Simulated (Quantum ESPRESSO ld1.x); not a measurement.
Question: The mean radii <r> (bohr) of the occupied orbitals of an atom or ion are listed with their occupations. Method: scalar-relativistic Kohn-Sham, LDA (Slater exchange, VWN5 correlation), spin-unpolarised, spherical densities, point nucleus; computed with ld1.x of Quantum ESPRESSO 7.5.

| orbital | occ. | <r> |
|---|---|---|
| 1s | 2 | 0.03711 |
| 2s | 2 | 0.1628 |
| 2p | 6 | 0.1418 |
| 3s | 2 | 0.4592 |
| 3p | 6 | 0.4625 |
| 3d | 10 | 0.4522 |
| 4s | 2 | 1.189 |
| 4p | 6 | 1.315 |
| 7f | 1 | 14.96 |

Name the element and its charge.

Answer: Z = 40, zirconium, charge +3: Zr3+ in [Kr] 7f1. The 1s radius gives Z: for a bare nucleus <r> = (2 gamma + 1)/(2Z) with gamma = sqrt(1 - (Z/c)^2), 0.03641 bohr for Z = 40, and screening makes it slightly larger (0.03711 here). The occupations add up to 37, and the charge is Z minus that.
